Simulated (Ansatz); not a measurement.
`FB[SiH2]Cl` + H₂ → `B[SiH2]Cl` + H–F  (hydrogenolysis of a B–F bond)

Computed with Ansatz on PBE0-D4/def2-TZVP structures; ΔE is electronic, products minus reactants. CCSD(T)/CBS is the MP2 limit (def2-TZVPP, def2-QZVPP) plus CCSD(T) − MP2 in def2-TZVPP, frozen cores. This one scheme is used for every species. DFT in def2-TZVPP. Each species was taken in one conformer, which may not be the lowest.

`FB[SiH2]Cl`:

Cartesian coordinates in Å:
```
F -0.117 2.153 -0.260
B 0.210 1.115 0.480
Si -0.083 -0.782 -0.192
Cl -0.922 -0.806 -2.072
H 0.686 1.346 1.561
H 1.213 -1.509 -0.249
H -0.987 -1.517 0.732
```

H₂:

```xyz
2

H     0.036   -0.101   -0.357
H    -0.036    0.101    0.357
```

`B[SiH2]Cl`:

Cartesian coordinates in Å:
```
B 0.150 -0.991 -0.721
Si -0.027 0.582 0.507
Cl -1.402 1.982 -0.133
H 0.936 -1.845 -0.431
H -0.487 -1.123 -1.721
H -0.454 0.122 1.856
H 1.283 1.274 0.643
```

H–F:

```xyz
2

F    -0.129    0.068    0.436
H     0.129   -0.068   -0.436
```

```tsv
species	B2PLYP energy (Eh)
`FB[SiH2]Cl`	-876.01266
H₂	-1.16991
`B[SiH2]Cl`	-776.69863
H–F	-100.43758
```

Task: Work out ΔE.

Result: ΔE = (-776.69863) + (-100.43758) − (-876.01266) − (-1.16991) = 0.04636 Eh = +121.7 kJ/mol. CCSD(T)/CBS gives +113.6 kJ/mol.

Task: What do rigid-rotor, harmonic-oscillator terms from PBE0-D4/def2-TZVP frequencies (298.15 K, 1 bar) make of the CCSD(T)/CBS value? (Estimate.)

Result: The calculation gave: ΔZPE = +9.9 kJ/mol, ΔH = +122.3 kJ/mol, ΔS = 21 J/(mol·K), ΔG = +116.0 kJ/mol.

Largest T1 diagnostic among the species: 0.012.

At CCSD(T), def2-SVP lies +20.0 kJ/mol from the extrapolated value and def2-TZVPP +2.4 kJ/mol. From BLYP to BHLYP (50 % exact exchange), in def2-TZVPP and without D4, ΔE moves by −10.1 kJ/mol.
